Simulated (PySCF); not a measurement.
Gas-phase reaction: 4 Cu + 2 H2O → 4 CuH + O2

Method: PySCF energies (xtb for GFN2) plus ideal-gas RRHO corrections (1 bar). † marks an energy on the PBE0/def2-TZVP geometry and frequencies; other levels use their own. MP2 and CCSD(T) freeze the core. 6-31G* has spherical d functions here. Open shells (unrestricted): Cu (multiplicity 2), O2 (multiplicity 3); the rest are closed-shell singlets. GFN2 has no spin-polarisation term. B3LYP is the form with VWN-RPA correlation. Cu: all electrons, no relativistic terms. MP2 isn't extrapolated to the basis-set limit. CCSD(T) isn't extrapolated to the basis-set limit. Warning, large T1 diagnostic: CuH (CCSD(T)/def2-TZVPP†).

```json
[
 {"level": "B3LYP/6-31G*", "ΔH°(298 K), kJ": "?"},
 {"level": "B3LYP/def2-TZVP†", "ΔH°(298 K), kJ": "296"},
 {"level": "BLYP/def2-TZVP†", "ΔH°(298 K), kJ": "214"},
 {"level": "CCSD(T)/def2-TZVPP†", "ΔH°(298 K), kJ": "322"},
 {"level": "GFN2-xTB", "ΔH°(298 K), kJ": "?"},
 {"level": "HF/6-31G*", "ΔH°(298 K), kJ": "?"},
 {"level": "HF/def2-TZVP†", "ΔH°(298 K), kJ": "567"},
 {"level": "MP2/def2-SVP†", "ΔH°(298 K), kJ": "304"},
 {"level": "LDA/def2-TZVP†", "ΔH°(298 K), kJ": "167"},
 {"level": "ωB97M-V/def2-TZVP†", "ΔH°(298 K), kJ": "?"},
 {"level": "ωB97X-V/def2-TZVP†", "ΔH°(298 K), kJ": "273"}
]
```

Question: Fill in the missing entries.

Answer: 
- B3LYP/6-31G*, ΔH°(298 K), kJ: 185
- GFN2-xTB, ΔH°(298 K), kJ: -964
- HF/6-31G*, ΔH°(298 K), kJ: 253
- ωB97M-V/def2-TZVP†, ΔH°(298 K), kJ: 268
